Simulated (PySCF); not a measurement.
**Relaxation of singlet AlSe₂⁻**

All numbers come from PBE0 in PySCF with Al def2-TZVPD, Se def2-TZVPD; no relativity; density-fitted integrals. A (50,194) grid was used.

A hand-made bent start, of C2v symmetry, held to at least that symmetry:

```xyz
3
charge -1 multiplicity 1, angstrom
Al    0.0000    0.0000   -1.0796
Se    1.8021    0.0000    0.1823
Se   -1.8021    0.0000    0.1823
```

Optimiser trace:
| step | E − E(last) (kJ/mol) | largest gradient (Eh/bohr) |
| --- | --- | --- |
| 0 | 165.50 | 0.03235 |
| 1 | 103.05 | 0.03282 |
| 2 | 43.91 | 0.02903 |
| 3 | 19.96 | 0.01957 |
| 4 | 8.84 | 0.01580 |
| 5 | 0.74 | 0.00314 |
| 6 | 0.05 | 0.00158 |
| 7 | 0.00 | 0.00005 |

It ends at D∞h with Al–Se 2.184 Å (×2); Se–Al–Se 180.0°. A frequency run shows a minimum.

Final geometry:
Coordinates in bohr (charge -1 multiplicity 1):
```
Al    0.0000    0.0000    0.0000
Se    4.1263    0.0000    0.0000
Se   -4.1263    0.0000    0.0000
```

The relaxation took of the order of 100 core-seconds on a shared host.
